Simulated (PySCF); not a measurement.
**Löwdin shares of the frontier orbitals**

C3H9ClO3Si.
Geometry (PBE0-D3(BJ)/def2-SVP, Å), atoms numbered from 1 in this order:
```
atom  x, y, z in Å
C1     2.0451   -0.1406   -0.1720
O2     0.9557    0.5870    0.3346
Si3   -0.6182    0.3235   -0.0033
Cl4   -0.8886    0.4228   -2.0542
O5    -1.0546   -1.1577    0.5215
C6    -2.3119   -1.7616    0.3587
O7    -1.5491    1.4609    0.7046
C8    -1.5556    2.8343    0.4110
H9     2.9735    0.3530    0.1497
H10    2.0473   -1.1751    0.2104
H11    2.0310   -0.1745   -1.2751
H12   -3.0942   -1.2130    0.9095
H13   -2.6014   -1.8118   -0.7053
H14   -2.2596   -2.7864    0.7541
H15   -0.6089    3.3125    0.7131
H16   -2.3783    3.3054    0.9681
H17   -1.7127    3.0165   -0.6662
```

Method used: TDDFT wB97X-D/def2-SVPD, vertical, gas phase, core orbitals frozen in the response (PySCF).

Frontier orbitals with the atoms that hold most of them (Löwdin shares over 4%, at most four atoms; ? is withheld):

```json
{"orbital": "LUMO+2", "ε (eV)": "2.70", "atoms": "C6 18%, Cl4 16%, H14 9%, C8 9%"}
{"orbital": "LUMO+1", "ε (eV)": "2.70", "atoms": "C1 17%, Cl4 16%, C8 10%, H10 8%"}
{"orbital": "LUMO", "ε (eV)": "1.87", "atoms": "Si3 26%, Cl4 23%, C8 8%, C6 7%"}
{"orbital": "HOMO", "ε (eV)": "-10.51", "atoms": "?"}
{"orbital": "HOMO-1", "ε (eV)": "-10.54", "atoms": "?"}
{"orbital": "HOMO-2", "ε (eV)": "-10.78", "atoms": "O2 19%, O7 19%, O5 19%, Cl4 7%"}
{"orbital": "HOMO-3", "ε (eV)": "-11.14", "atoms": "Cl4 24%, O5 23%, O2 16%, C6 8%"}
```

(1) Give the leading atoms of the HOMO.

(2) Give the leading atoms of the HOMO-1.

(3) The HOMO–LUMO gap is 12.38 eV. Where does the response calculation put the lowest singlet, and from which orbitals?

(4) Give energy, strength and leading configuration of S1 and S2, and follow the Löwdin shares of the leading atoms from the occupied to the empty orbital.

Results:

(1) O2 (bonded to C and Si) 30%; O5 (bonded to C and Si) 25%; Cl4 (bonded to Si) 16%; C1 (bonded to O and 3 H) 8%. By element: oxygen 55% or more, chlorine 16%, carbon 8% or more.

(2) O7 (bonded to C and Si) 36%; Cl4 (bonded to Si) 15%; O5 (bonded to C and Si) 12%; C8 (bonded to O and 3 H) 9%. By element: oxygen 48% or more, chlorine 15%, carbon 9% or more.

(3) S1 is at 8.22 eV (f = 0.014), 4.17 eV below the gap, made of HOMO→LUMO (75%). Without the coupling terms of the response equations the lowest excitation would equal the gap.

(4) 
- S1 (8.22 eV, f 0.014), HOMO→LUMO (75%): O2 30% → at most 8%, O5 25% → at most 8%, Si3 at most 8% → 26%, Cl4 16% → 23%
- S2 (8.24 eV, f 0.014), HOMO-1→LUMO (75%): O7 36% → at most 8%, Cl4 15% → 23%, Si3 at most 10% → 26%

Orbitals of the list HOMO-3 to LUMO+2 that lie within 0.01 eV of each other are written together with a slash and their weights summed (≥ marks a lower bound); for degenerate orbitals outside that list single weights are arbitrary.

Hardware: one thread, x86-64 server (shared host). Cost: 59 s wall.

One conformer stands for the species.
